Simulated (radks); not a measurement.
The numbers below are computed, except where a source is named.
Neutral phosphorus inside a hard spherical wall (all orbitals vanish at R), configuration held at [Ne] 3s2 3p3 and not refilled when levels cross. Level of theory: scalar-relativistic Kohn-Sham, PBEsol, spin-polarised, spherical densities, point nucleus; open shells are filled with parallel spins first (a radial shooting solver on a logarithmic mesh with Libxc functionals). Eigenvalues in eV for spin up, with the zero of energy where the potential of the charges vanishes at infinity; a dash marks a level that is unbound or too diffuse for the functional's potential to be trusted. A positive occupied level is held by the wall or, in an anion where self-interaction has pushed it up, behind a barrier. The pressure on the wall is -dE/dV.

R (bohr)  E (hartree)  kinetic (hartree)    e(2s)    e(2p)    e(3s)   e(3p)  e(4s, empty)  e(4p, empty)  pressure (GPa)
free       -341.38110            342.391  -173.23  -124.05  -14.742  -6.242             -             -               0
20         -341.38110            342.391  -173.23  -124.05  -14.742  -6.242             -             -        < 0.0001
15         -341.38110            342.391  -173.23  -124.05  -14.742  -6.242        -0.365         0.605        < 0.0001
10         -341.38103            342.392  -173.23  -124.04  -14.735  -6.236         0.174         1.802         0.00215
8          -341.38009            342.401  -173.15  -123.96  -14.680  -6.179         1.242         3.624          0.0496
7          -341.37722            342.423  -172.98  -123.79  -14.562  -6.053         2.501         5.532           0.250
6          -341.36597            342.499  -172.48  -123.30  -14.237  -5.688         5.004         8.985            1.35
5          -341.31996            342.760  -171.08  -121.89  -13.334  -4.621        10.505        15.856            8.15
4          -341.11790            343.697  -167.15  -117.93  -10.679  -1.382        24.140        31.360            57.8
3          -340.13056            347.231  -156.41  -107.09   -1.650   9.424        63.557        72.715             530
2.5        -338.47825            352.142  -145.46  -95.992   10.941  23.764        111.48        120.51            1900
